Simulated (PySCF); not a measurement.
# A small calculation by hand: oscillator strength and radiative lifetime

C4H4Cl2, SMILES ClC(=C=CC)Cl.

Geometry: B3LYP-D3(BJ)/def2-SVP.

TDA-CAM-B3LYP/def2-SVPD in PySCF puts the first singlet state with f over 0.02 at 7.01 eV (vertical), with the transition dipole (-1.214, -0.209, 0.000) in atomic units.

Task: Find the oscillator strength, the wavelength and the radiative lifetime that this transition would have in vacuum if emission retraced absorption.

Result: 
|μ|² = 1.5175 au, so |μ| = 3.13 D. ΔE = 7.01/27.211 = 0.2576 hartree. f = (2/3) ΔE |μ|² = 0.261 (the program prints 0.261).
λ = 1239.84/7.01 = 177 nm; ν = 56539 cm⁻¹.
Einstein's coefficient A = 0.6670 ν² f s⁻¹ (ν in cm⁻¹) = 5.6e8 s⁻¹, so τ = 1/A = 1.8 ns. This state is S5; the lower singlets have f = 0.000, 0.000, 0.000, 0.013. The figure is the radiative limit of this one transition; relaxation, internal conversion, crossing to triplets and a medium change what is measured.
